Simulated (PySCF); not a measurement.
Precursor series Zr NH2-Br. Gas-phase values, no solvent. One relaxed conformer stands for each flexible species; it need not be the lowest.

Computed with TPSSh-D3(BJ)/def2-TZVP // r2SCAN-D4/def2-SVP in PySCF 2.14.0. 

| species | charge on the central atom (Mulliken) (e) | HOMO (eV) | mean distance from the central atom to its bonded neighbours (Å) | coordination number |
|---|---|---|---|---|
| 0 of 4 NH2 replaced by Br ([Zr(NH2)4]) | 1.73 | -5.93 | 2.055 | 4 |
| 2 of 4 NH2 replaced by Br | 1.51 | -7.01 | 2.269 | 4 |
| 4 of 4 NH2 replaced by Br | 1.28 | -8.27 | 2.477 | 4 |
